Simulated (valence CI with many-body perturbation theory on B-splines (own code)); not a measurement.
# Sensitivity of CI+MBPT for Sr⁶⁺

Method: relativistic CI+MBPT: four valence electrons over a frozen Dirac-Fock core [Ar] 3d10, a basis of 6 s, 6 p, 5 d, 3 f, 1 g functions for each j, with the one-electron correlation potential Σ1, the two-electron term Σ2, the three-electron term Σ3, Breit, model QED; selected CI, second order for the rest, scaled by the run's own slope (own B-spline code, finite nucleus).

Against 13 measured levels this calculation errs by 130 cm⁻¹ on average and by 403 at most. These come from a selection out of Sansonetti, J. Phys. Chem. Ref. Data 41, 013102 (2012). Levels without a partner in it may be off by more.

The reference run has the lowest level 4s²4p² ³P_0 and an ionisation energy of 105.006 eV. Its largest variational space holds 10004 state functions.

Names give the largest LS component (configuration and term), which can be under half, so a name can repeat, a term be missing and a line seem to break the LS rules; names also repeat where a configuration has a term twice.

| Level | Reference (cm⁻¹) | Shift (cm⁻¹) |
| --- | --- | --- |
| 4s²4p² ³P_1 | 6820 | -6781 |
| 4s²4p² ³P_2 | 12546 | -12429 |
| 4s²4p² ¹D_2 | 28488 | -13426 |
| 4s²4p² ¹S_0 | 51963 | -14019 |
| 4s4p³ ⁵S°_2 | 128818 | -22328 |
| 4s4p³ ³D°_1 | 167631 | -20947 |
| 4s4p³ ³D°_2 | 167805 | -21118 |
| 4s4p³ ³D°_3 | 170242 | -23552 |
| 4s4p³ ³P°_0 | 190391 | -23415 |
| 4s4p³ ³P°_1 | 191173 | -24196 |
| 4s4p³ ³P°_2 | 192134 | -25155 |
| 4s4p³ ¹D°_2 | 212922 | -23571 |

The ionisation energy moves by -0.619 eV.

Q: Which of these changes was made?
A. correlating orbitals by l 3 3 3 2 1 → 4 4 3 0 0
B. orbitals per symmetry with explicit Σ2 and valence Breit (the others get mean screening factors) 5 → 7
C. Davidson tolerance 2e-05 → 0.03
D. highest l in the core sums 6 → 4; factor on the speed of light 1 → 10; QED terms on → off

A: D. highest l in the core sums 6 → 4; factor on the speed of light 1 → 10; QED terms on → off.
